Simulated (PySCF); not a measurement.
## Ar²⁺ (argon, charge +2) across methods

[Ne] 3s1 3p5, 3s spin antiparallel (an excited configuration). All numbers are calculated (PySCF 2.14, no relativity, point nucleus, in aug-cc-pwCVTZ (8s7p5d3f, 75 functions)).

```csv
method,E (hartree),mean ε 3s β (eV),mean ε 3p β (eV),mean ε 3p α (eV),Σ⟨r²⟩ (bohr²),⟨S²⟩
BHandHLYP,-525.2892,-56.167,-39.767,-38.562,16.16,1.001
M06,-525.2956,-53.269,-37.521,-37.325,15.99,1.000
MN15,-525.3116,-53.244,-38.646,-38.418,15.86,1.000
M06-L,-525.2991,-51.638,-36.225,-36.123,15.92,1.001
r2SCAN,-525.2762,-51.675,-36.487,-36.279,16.05,1.001
UHF,-524.53837,-60.793,-42.915,-40.369,16.31,1.003
PBE0,-525.1512,-53.540,-37.910,-37.354,16.06,1.001
PBE,-525.1516,-50.754,-35.908,-35.930,16.04,1.001
LDA,-523.7460,-50.729,-35.873,-35.983,16.05,1.000
```

With the s spin flipped the determinant is a mixture of two multiplicities, not a spectroscopic state.
